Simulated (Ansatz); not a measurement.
Results of the Gaussian-basis code of Ansatz.

C₄H₁₄BN (`C[NH2+][B-](C)(C)C`) at its PBE0-D4/def2-TZVP geometry, where that method's forces vanish. Charge 0, multiplicity 1.

| atom | x (Å) | y (Å) | z (Å) |
| --- | --- | --- | --- |
| C1 | -2.110 | -0.149 | -0.494 |
| N2 | -0.993 | 0.727 | -0.124 |
| B3 | 0.500 | 0.016 | 0.114 |
| C4 | 1.442 | 1.277 | 0.498 |
| C5 | 0.909 | -0.672 | -1.291 |
| C6 | 0.320 | -1.029 | 1.335 |
| H7 | -1.861 | -0.662 | -1.420 |
| H8 | -3.036 | 0.414 | -0.625 |
| H9 | -2.245 | -0.893 | 0.289 |
| H10 | -0.858 | 1.438 | -0.838 |
| H11 | -1.211 | 1.225 | 0.735 |
| H12 | 2.467 | 0.939 | 0.681 |
| H13 | 1.127 | 1.798 | 1.412 |
| H14 | 1.511 | 2.032 | -0.298 |
| H15 | 0.293 | -1.535 | -1.570 |
| H16 | 0.901 | 0.026 | -2.140 |
| H17 | 1.936 | -1.047 | -1.223 |
| H18 | -0.306 | -1.898 | 1.099 |
| H19 | 1.300 | -1.433 | 1.612 |
| H20 | -0.085 | -0.572 | 2.249 |

Q: For each bond, give half the difference of the two atoms' forces along it (eV/Å; positive pushes the atoms apart) under PBE-D4, r2SCAN-D4, B3LYP-D4, ωB97M-V in def2-TZVPP. (Estimate.)

A: The calculation gave: 
| bond | length (Å) | PBE-D4 | r2SCAN-D4 | B3LYP-D4 | ωB97M-V |
| --- | --- | --- | --- | --- | --- |
| C1–N2 | 1.467 | 0.13 | 0.24 | 0.27 | 0.23 |
| C1–H7 | 1.088 | 0.10 | -0.06 | -0.09 | -0.09 |
| C1–H9 | 1.088 | 0.10 | -0.06 | -0.09 | -0.09 |
| N2–B3 | 1.671 | -0.11 | 0.04 | 0.08 | 0.09 |
| N2–H10 | 1.017 | 0.22 | -0.02 | -0.07 | -0.09 |
| N2–H11 | 1.017 | 0.22 | -0.02 | -0.07 | -0.09 |
| B3–C4 | 1.620 | -0.05 | 0.01 | 0.04 | 0.04 |
| B3–C6 | 1.617 | -0.05 | 0.00 | 0.05 | 0.04 |
| C4–H12 | 1.095 | 0.13 | -0.01 | -0.06 | -0.06 |
| C4–H13 | 1.099 | 0.12 | -0.01 | -0.04 | -0.05 |
| C5–H15 | 1.097 | 0.12 | -0.01 | -0.05 | -0.05 |
| C5–H16 | 1.099 | 0.12 | 0.00 | -0.03 | -0.04 |
| C5–H17 | 1.095 | 0.13 | -0.01 | -0.06 | -0.05 |
| C6–H20 | 1.099 | 0.12 | 0.00 | -0.03 | -0.04 |

B3LYP here is the variant with VWN-RPA as its local correlation; programs differ in this.
